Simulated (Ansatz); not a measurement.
A structure relaxed at PBE-D4/def2-SVP in Ansatz, charge -1, singlet:

Cartesian coordinates in Å:
```
P -0.590 0.670 -4.395
P 4.279 -0.749 -0.700
P 2.591 1.530 2.396
P -2.190 2.905 -1.774
P -0.598 3.307 1.461
P 1.168 1.201 -1.098
P -0.326 -2.215 -1.965
P 1.273 -1.828 1.386
P -2.172 -0.040 0.537
P -0.494 0.451 3.877
P -2.005 -3.176 2.642
Ga 3.027 0.450 -2.394
Ga -0.099 2.379 -2.724
Ga -0.699 -1.756 -4.310
Ga 1.554 2.791 0.586
Ga 3.392 -2.611 0.585
Ga 1.639 -0.515 3.274
Ga -1.934 4.613 -0.095
Ga -3.335 0.820 -1.389
Ga -1.973 1.532 2.258
Ga -0.022 -0.623 -0.189
Ga 0.228 -3.893 2.019
Ga -3.492 -1.928 1.173
H -1.792 1.100 -5.040
H 0.307 0.957 -5.475
H 5.515 -1.199 -1.271
H 4.848 0.224 0.184
H 2.856 2.426 3.484
H 3.953 1.243 2.061
H -2.873 3.558 -2.854
H -0.369 4.163 2.591
H 0.776 -3.119 -1.850
H -1.367 -3.075 -1.494
H -0.260 1.350 4.969
H -1.208 -0.546 4.616
H -1.946 -2.541 3.924
H -2.711 -4.347 3.072
H 3.911 1.655 -2.919
H 2.472 -0.670 -3.378
H 0.718 3.528 -3.444
H 0.564 -2.293 -5.098
H -2.181 -2.175 -4.660
H 2.461 4.046 0.272
H 4.374 -2.852 1.809
H 3.146 -3.728 -0.516
H 2.429 -1.043 4.535
H -1.032 5.787 -0.669
H -3.323 4.908 0.614
H -4.865 1.061 -1.048
H -2.918 -0.138 -2.599
H -3.257 2.025 3.034
H 0.004 -4.770 0.716
H 0.937 -4.485 3.310
H -3.651 -2.895 -0.077
H -4.740 -1.473 2.039
```

Problem. Give its formula.

Solution. Ga12P11H32⁻, a nanocrystal cut from zinc blende GaP (hydrogen-capped).

Problem. Summarise the bond lengths by kind (pairs closer than 1.2 times the sum of covalent radii, bridged metal pairs left out).

Solution. 30 × Ga–P 2.33 to 2.45 Å; 18 × Ga–H 1.58 to 1.60 Å; 14 × H–P 1.43 to 1.44 Å.

Single mean-field runs in def2-SVP are fitted with def2-universal-jkfit.
